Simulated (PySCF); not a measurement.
Ni⁺: excitation energy

Ni⁺ [Ar] 3d9 (2D) → Ni⁺ [Ar] 3d8 4s1 (4F), as a difference of total energies. Calculation: PySCF 2.14, in aug-cc-pwCVTZ (10s9p7d4f3g, 127 functions); no relativity, point nucleus. Correlated levels: valence: [Ar] frozen; valence and next inner shell: [Ne] frozen; nothing frozen. The calculations carry no spin-orbit coupling.

Question: Order these methods by the excitation energy they give, lowest first.
A. LDA
B. MP2 (valence)
C. MN15
D. SCS-MP2 (all electrons)

Answer: B (14707 cm⁻¹), A (15313 cm⁻¹), D (17233 cm⁻¹), C (20365 cm⁻¹).

These non-relativistic numbers lack the scalar-relativistic shift.

Errors of the correlated levels include the incompleteness of this basis and the frozen core.

For comparison: 8751.8 cm⁻¹ (measured; NIST levels, between the centres of gravity of the two terms).
